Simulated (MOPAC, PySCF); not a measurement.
HCl2InS, SMILES `[SH][In]([Cl])[Cl]` (H–S–In–Cl torsion 0°), neutral singlet in the gas phase. 

Cartesian coordinates (Å):
```xyz
5

S      1.4626    -1.2008    -0.2190
In    -0.5338     0.0053     0.0935
Cl    -0.5534     2.3138     0.0512
Cl    -2.5487    -1.0489     0.4565
H      2.1789    -0.0709    -0.3587
```
Charge 0, multiplicity 1.

All levels are single points at this geometry (PBE0-D4/def2-TZVP); Pople sets use spherical d functions. Orbital energies aren't observables, and empty levels follow the basis.

```json
[
 {"level": "B3LYP-D3(BJ)/def2-TZVP in PySCF", "HOMO (eV)": "-8.04", "LUMO (eV)": "-2.76", "gap (eV)": "5.27", "dipole (D)": "1.75", "vertical IE, Delta-SCF (eV)": "10.32"},
 {"level": "PBE-D3(BJ)/def2-TZVP in PySCF", "HOMO (eV)": "-7.06", "LUMO (eV)": "-3.32", "gap (eV)": "3.73", "dipole (D)": "1.71", "vertical IE, Delta-SCF (eV)": "–"},
 {"level": "PBE0-D4/def2-TZVP in PySCF", "HOMO (eV)": "-8.30", "LUMO (eV)": "-2.47", "gap (eV)": "5.83", "dipole (D)": "1.73", "vertical IE, Delta-SCF (eV)": "10.36"},
 {"level": "B3LYP/6-311+G** (LANL2DZ on In) in PySCF", "HOMO (eV)": "-8.15", "LUMO (eV)": "-2.81", "gap (eV)": "5.34", "dipole (D)": "1.91", "vertical IE, Delta-SCF (eV)": "–"},
 {"level": "B3LYP/6-31G* (LANL2DZ on In) in PySCF", "HOMO (eV)": "-8.11", "LUMO (eV)": "-2.72", "gap (eV)": "5.38", "dipole (D)": "1.89", "vertical IE, Delta-SCF (eV)": "10.47"},
 {"level": "BP86/6-31G* (LANL2DZ on In) in PySCF", "HOMO (eV)": "-7.26", "LUMO (eV)": "-3.45", "gap (eV)": "3.81", "dipole (D)": "1.90", "vertical IE, Delta-SCF (eV)": "–"},
 {"level": "M06-2X/6-31G* (LANL2DZ on In) in PySCF", "HOMO (eV)": "-9.53", "LUMO (eV)": "-1.85", "gap (eV)": "7.68", "dipole (D)": "1.84", "vertical IE, Delta-SCF (eV)": "–"},
 {"level": "PBE/6-31G* (LANL2DZ on In) in PySCF", "HOMO (eV)": "-7.16", "LUMO (eV)": "-3.36", "gap (eV)": "3.80", "dipole (D)": "1.91", "vertical IE, Delta-SCF (eV)": "–"},
 {"level": "SVWN5/6-31G* (LANL2DZ on In) in PySCF", "HOMO (eV)": "-7.24", "LUMO (eV)": "-3.48", "gap (eV)": "3.77", "dipole (D)": "1.92", "vertical IE, Delta-SCF (eV)": "–"},
 {"level": "HF/6-31G* (LANL2DZ on In) in PySCF", "HOMO (eV)": "-11.30", "LUMO (eV)": "0.59", "gap (eV)": "11.89", "dipole (D)": "1.94", "vertical IE, Delta-SCF (eV)": "9.70"},
 {"level": "AM1 in MOPAC", "HOMO (eV)": "-10.46", "LUMO (eV)": "-2.87", "gap (eV)": "7.59", "dipole (D)": "1.97", "vertical IE, Delta-SCF (eV)": "–"},
 {"level": "PM3 in MOPAC", "HOMO (eV)": "-10.41", "LUMO (eV)": "-2.91", "gap (eV)": "7.50", "dipole (D)": "1.38", "vertical IE, Delta-SCF (eV)": "–"},
 {"level": "PM6 in MOPAC", "HOMO (eV)": "-10.21", "LUMO (eV)": "-2.05", "gap (eV)": "8.16", "dipole (D)": "1.70", "vertical IE, Delta-SCF (eV)": "–"}
]
```
